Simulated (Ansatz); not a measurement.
Zn₂OF₂⁻. Total charge -1; doublet. Geometry PBE0-D4/def2-SVP, that of the neutral singlet.

```xyz
5

Zn   -0.1864    0.9719    1.2557
Zn    0.3235   -1.0902   -1.1238
O     0.5037   -0.4345    0.4845
F     0.1927   -1.7985   -2.7024
F    -0.8335    2.3513    2.0860
```

At PBE-D4/def2-TZVPD, r2SCAN-D4/def2-TZVPD, PBE0-D4/def2-TZVPD the highest occupied level of the charge -1 doublet lies above zero (up to 1.31 eV). By energy differences its removal costs 0.87 eV (vertical, to the charge 0 singlet, at PBE-D4/def2-TZVPD); a positive level beside a positive removal energy at the same level points to self-interaction error. The structure comes from a short search, and lower isomers may exist.

Question: Estimate the α-spin orbital energies around the gap (eV) in Ansatz with PBE-D4/def2-TZVPD, r2SCAN-D4/def2-TZVPD, PBE0-D4/def2-TZVPD.

Answer: 
```csv
orbital,PBE-D4/def2-TZVPD,r2SCAN-D4/def2-TZVPD,PBE0-D4/def2-TZVPD
HOMO−5,-4.14,-4.54,-6.03
HOMO−4,-3.97,-4.37,-5.94
HOMO−3,-3.80,-4.08,-5.43
HOMO−2,-2.57,-2.83,-4.07
HOMO−1,-2.11,-2.37,-3.60
HOMO,1.31,1.26,0.86
LUMO,2.33,2.72,2.71
LUMO+1,2.52,2.82,2.84
LUMO+2,2.58,2.98,2.88
LUMO+3,3.10,3.66,3.45
LUMO+4,3.16,3.82,3.48
LUMO+5,3.18,3.99,3.50
β HOMO,-2.03,-2.30,-3.54
β LUMO,1.64,1.94,2.44
```
